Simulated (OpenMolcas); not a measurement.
# 4s2 4p2 along the 32-electron sequence

- Program: OpenMolcas 26.06
- Method: SS-CASPT2, IPEA 0.25 Eh, imaginary shift 0.1 Eh
- Basis: ANO-RCC-VQZP
- Scalar Hamiltonian: DKH2, point nucleus
- Spin-orbit coupling: state interaction with AMFI integrals over the reference wave functions, term energies averaged over their components

Active space for each ion: 2 electrons in 3 orbitals (4p); closed shells correlated by CASPT2: 3d 4s.

Computed levels in cm-1 above 3P0:

```json
{"Level": "3P1", "Ge": "481", "As+": "927", "Se2+": "1521", "Br3+": "2300", "Kr4+": "3330"}
{"Level": "3P2", "Ge": "1246", "As+": "2260", "Se2+": "3520", "Br3+": "5070", "Kr4+": "6940"}
{"Level": "1D2", "Ge": "7800", "As+": "9850", "Se2+": "12690", "Br3+": "15770", "Kr4+": "19110"}
{"Level": "1S0", "Ge": "17270", "As+": "22390", "Se2+": "28060", "Br3+": "33550", "Kr4+": "39050"}
{"Level": "weight of 3P in the lowest level (%)", "Ge": "100", "As+": "99", "Se2+": "99", "Br3+": "98", "Kr4+": "97"}
```

Measured, with the error of the calculation in %. Measured levels: Ge, As+ from NIST Handbook of Basic Atomic Spectroscopic Data; Se2+ from Moore, Atomic Energy Levels, vol. II, NSRDS-NBS 35 (1971 reprint of NBS Circular 467, 1952); Kr4+ from Saloman, J. Phys. Chem. Ref. Data 36, 215 (2007).

```
Level            Ge           As+          Se2+          Kr4+
  3P1   557 (-13.7)  1063 (-12.8)  1741 (-12.6)  3743 (-11.1)
  3P2  1410 (-11.6)  2541 (-11.2)  3937 (-10.5)   7595 (-8.6)
  1D2   7125 (+9.5)  10096 (-2.5)  13032 (-2.6)  19723 (-3.1)
  1S0  16367 (+5.5)  22599 (-0.9)                39204 (-0.4)
```

The fine-structure level 3P2 changes by a factor of 5.57 from Ge to Kr4+. Its fourth root runs 5.94, 6.89, 7.70, 8.44, 9.13, with steps per unit of Z of 0.95, 0.81, 0.74, 0.69; equal steps would mean a (Z - σ)^4 law with constant σ.

1D2 changes by a factor of 2.45 over the same range, with steps per unit of Z of +2050, +2840, +3080, +3340 cm-1.

Term energies are means over components that CASPT2 splits; among the terms shown or strongly mixed into the levels shown the widest spread is 100 cm-1 (4s2 4p2 1D, Br3+). With the s shell closed, the reference lacks s² → p² mixing. Measured partners are found by configuration, term and J. A level has none where our copy of the source lacks it or the pairing is in doubt (some pairs that miss far off the trend of their configuration count as doubtful), and it then counts in no deviation. Levels of configurations outside the active space are missing.
